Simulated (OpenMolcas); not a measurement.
## Mn2+: moving the ligands

Mn2+ with 3 ligands (fluoride) in trigonal planar coordination (D3h) at 1.95 Å. A charge of +0.333 e stands 2.4 Å behind each ligand. Ligand basis ANO-RCC-VDZP.
```
Mn    0.0000    0.0000    0.0000
F     1.9500    0.0000    0.0000
F    -0.9750    1.6887    0.0000
F    -0.9750   -1.6887    0.0000
```

| Property | Result |
| --- | --- |
| Program | OpenMolcas 26.06 |
| Method | CASSCF |
| Basis | ANO-RCC-VDZP [5s4p2d1f] |
| Scalar Hamiltonian | DKH2, point nucleus |
| Active space | 5 electrons in 5 orbitals (3d) |
| State averaging | 2S+1 = 6 even, 1 root; 2S+1 = 4 even, 24 roots; 2S+1 = 2 even, 75 roots |
| Spin-orbit coupling | RASSI with atomic mean-field integrals over the reference wave functions |

Runs around this geometry, states (labels of D3, the rotations of D3h). Energies in cm-1 above the lowest state or level, χT in cm3 K/mol.

```csv
R (Å),Ground state,First gap with spin-orbit (degeneracies),χT at 300 K,First state of another spin
1.86,6A1,"0.1 (2, 4)",4.386,4A2 27240
1.95,6A1,"28365 (6, 2)",4.386,4A2 28418
2.07,6A1,"0.1 (4, 2)",4.386,4A2 29484
```

Without dynamic correlation the repulsion within the d shell is too large (B by tens of per cent), so at a given field states of lower spin stand too high. Ligand-to-metal charge-transfer states are missing. With no ligand orbital active B as a rule stays too high, so bands that hang on it stand too high and its fall with covalency is understated. With metal d orbitals alone and no dynamic correlation the field as a rule comes out too small, by tens of per cent, by up to half for chloride and softer ligands. No measured value stands beside these numbers; the geometry was imposed, not optimised, and the real ion may take another.
